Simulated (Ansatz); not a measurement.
Ansatz (an electronic-structure program) input (HF/cc-pVQZ):

Ansatz 0.2 input:
```yaml
crystal:
  periodic: [false, false, false]
  atoms:
    - {symbol: C, position_ang: [2.09617961, -0.16102070, -0.40710721]}
    - {symbol: Ge, position_ang: [0.10784029, -0.05903555, 0.22534696]}
    - {symbol: O, position_ang: [-0.48861916, -1.26269922, -1.05092517]}
    - {symbol: O, position_ang: [-0.14869049, 1.64673440, -0.45139636]}
    - {symbol: O, position_ang: [-1.75953548, 0.00214591, 0.98723059]}
    - {symbol: H, position_ang: [2.09565564, 0.05962029, -1.47755151]}
    - {symbol: H, position_ang: [2.69012745, 0.57842015, 0.13207267]}
    - {symbol: H, position_ang: [2.48658313, -1.16370615, -0.22691641]}
    - {symbol: H, position_ang: [-1.42246854, -1.35467773, -0.82892329]}
    - {symbol: H, position_ang: [-1.04816969, 1.84892867, -0.16877612]}
    - {symbol: H, position_ang: [-1.65493375, -0.20277224, 1.92236266]}
basis:
  gaussian:
    orbitals: cc-pVQZ
hamiltonian:
  xc: hf
total_charge: -1
magnetization: {spin_polarized: true, initial_magnetization: 1}
```

End of the output:

```
integrals: 0.67 GiB planned
1875 factors; their error is unknown
mean field: 5.04 GiB planned
mean field evaluation 1: about -63710.9082 eV, gradient 3.2e1 eV
mean field evaluation 2: about -63714.0026 eV, gradient 2.1e1 eV
mean field evaluation 4: about -63715.5308 eV, gradient 1.2e0 eV
mean field evaluation 8: about -63715.5543 eV, gradient 1.2e-1 eV
mean field evaluation 16: about -63716.3475 eV, gradient 1.1e-5 eV
mean field -63716.34751897 eV, -2341.5325828307 hartree, gradient 1.7e-5 eV, S^2 0.765820; 0 other end points of the search recorded, 0 dependent functions left out
reference -63716.34751897 eV, -2341.5325828307 hartree; 35, 34 occupied and 433, 434 virtual orbitals, 1875 factors
Total energy: -63716.34751897 eV, -2341.5325828307 hartree
```
